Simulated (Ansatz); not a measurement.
Start from `[CH3][SbH][SH]` and change one atom or group to get `[CH3][Sb]([CH3])[SH]`.

Ansatz, PBE0-D4/def2-TZVP geometries, multiplicity 1. Each molecule was computed in one conformer, which needn't be the lowest.

Elements past krypton have def2 core potentials.

```json
{"property": "LUMO energy (PBE/def2-TZVPP) / eV", "`[CH3][SbH][SH]`": "-1.68"}
{"property": "HOMO energy (PBE/def2-TZVPP) / eV", "`[CH3][SbH][SH]`": "-5.92"}
{"property": "HOMO–LUMO gap (B3LYP/def2-TZVPP) / eV", "`[CH3][SbH][SH]`": "5.74"}
{"property": "size of the dipole moment (B3LYP/def2-TZVPP) / D", "`[CH3][SbH][SH]`": "1.93"}
{"property": "HOMO–LUMO gap (ωB97M-V/def2-TZVPP) / eV", "`[CH3][SbH][SH]`": "10.10"}
{"property": "size of the dipole moment (ωB97M-V/def2-TZVPP) / D", "`[CH3][SbH][SH]`": "1.97"}
```

(1) What does the change do to each property? (Estimate.)

Answers

(1) Ansatz gave: 
| property | `[CH3][Sb]([CH3])[SH]` | shift |
| --- | --- | --- |
| LUMO energy (PBE/def2-TZVPP) / eV | -1.48 | 0.20 |
| HOMO energy (PBE/def2-TZVPP) / eV | -5.78 | 0.14 |
| HOMO–LUMO gap (B3LYP/def2-TZVPP) / eV | 5.76 | 0.02 |
| size of the dipole moment (B3LYP/def2-TZVPP) / D | 1.72 | -0.21 |
| HOMO–LUMO gap (ωB97M-V/def2-TZVPP) / eV | 9.89 | -0.21 |
| size of the dipole moment (ωB97M-V/def2-TZVPP) / D | 1.74 | -0.23 |

With PBE0 the HOMO rises by 0.26 eV and the LUMO rises by 0.18 eV, so the gap narrows by about 0.08 eV. PBE moves the HOMO by 0.14 eV and ωB97M-V by 0.37 eV. Dipoles are sizes alone; their direction can turn.

B3LYP here is the variant with VWN-RPA as its local correlation; programs differ in this.

Spin–orbit coupling is left out; it splits and shifts lone-pair levels of the heavy atoms by tenths of an eV.
